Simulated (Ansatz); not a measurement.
Abridged output of a molecular run in Ansatz:

```
Functional definition: HF
  name "HF"
  cite "Fock, Z. Phys. 61, 126 (1930) doi:10.1007/BF01340294"
  parent pbe
  exchange = exact_x
  correlation = 0
1813 factors; integrals over basis functions are off by at most 1.4e-3 eV
mean field evaluation 1: about -58023.9599 eV, gradient 6.7e1 eV
mean field evaluation 2: about -58024.3563 eV, gradient 6.7e1 eV
mean field evaluation 4: about -58034.4365 eV, gradient 5.7e0 eV
mean field evaluation 8: about -58034.5759 eV, gradient 1.0e0 eV
mean field evaluation 16: about -58034.5810 eV, gradient 2.5e-6 eV
mean field -58034.58102869 eV, -2132.7315155525 hartree, gradient 2.5e-6 eV, S^2 0.000000; 0 other end points of the search recorded, 0 dependent functions left out
24 core orbitals not correlated: weight in the atoms' cores, before any rotation towards them, 1.000 or more for the frozen orbitals, at most 0.000 for the correlated occupied ones
reference -58034.58102869 eV, -2132.7315155525 hartree; 34, 34 occupied and 132, 132 virtual orbitals, 1813 factors
second order -43.80060738 eV of doubles, -0.00000000 eV of singles
cycle   1  -41.96523029 eV  change     1.8e0 eV  update   3.2e-1
cycle   2  -43.73739374 eV  change    -1.8e0 eV  update   2.1e-1
cycle   3  -44.19960537 eV  change   -4.6e-1 eV  update   5.2e-2
cycle   4  -44.20512169 eV  change   -5.5e-3 eV  update   2.1e-2
cycle   5  -44.18346137 eV  change    2.2e-2 eV  update   8.7e-3
cycle   6  -44.18111008 eV  change    2.4e-3 eV  update   3.2e-3
cycle   7  -44.18033238 eV  change    7.8e-4 eV  update   1.5e-3
cycle   8  -44.17945071 eV  change    8.8e-4 eV  update   6.7e-4
cycle   9  -44.17967215 eV  change   -2.2e-4 eV  update   3.1e-4
cycle  10  -44.18015126 eV  change   -4.8e-4 eV  update   1.3e-4
cycle  11  -44.17997821 eV  change    1.7e-4 eV  update   7.2e-5
cycle  12  -44.17986097 eV  change    1.2e-4 eV  update   2.9e-5
cycle  13  -44.17990945 eV  change   -4.8e-5 eV  update   1.5e-5
perturbative correction -1.84646272 eV, -0.0678562533 hartree
Total energy: -58080.60740085 eV, -2134.4229535317 hartree
```

Its atoms:

```xyz
15

C     0.7152    2.5765    1.0580
O     0.2029    1.3144    1.3451
W    -0.2393   -0.3115    0.6308
Cl   -1.2568    0.9396   -1.0839
Cl    1.8425   -0.1775   -0.4596
Cl    0.7241   -1.5357    2.3222
Cl   -2.2581   -0.4607    1.7215
O    -0.5413   -1.7550   -0.4527
C    -0.4498   -2.2310   -1.7576
H     0.7415    3.1612    1.9788
H     1.7246    2.4667    0.6498
H     0.0713    3.0625    0.3187
H    -0.8145   -3.2591   -1.7814
H    -1.0579   -1.5980   -2.4111
H     0.5956   -2.1922   -2.0784
```

Task: Which basis set was used?
A. def2-SVP
B. def2-SVPD
C. cc-pV(Q+d)Z
D. cc-pV(T+d)Z

Result: A. It gives 190 functions.

Task: Write the keys of the input that set method, charge and spin (a neutral closed shell needs none for the last two).

Result: 
```yaml
correlation: {method: ccsd_t}
```
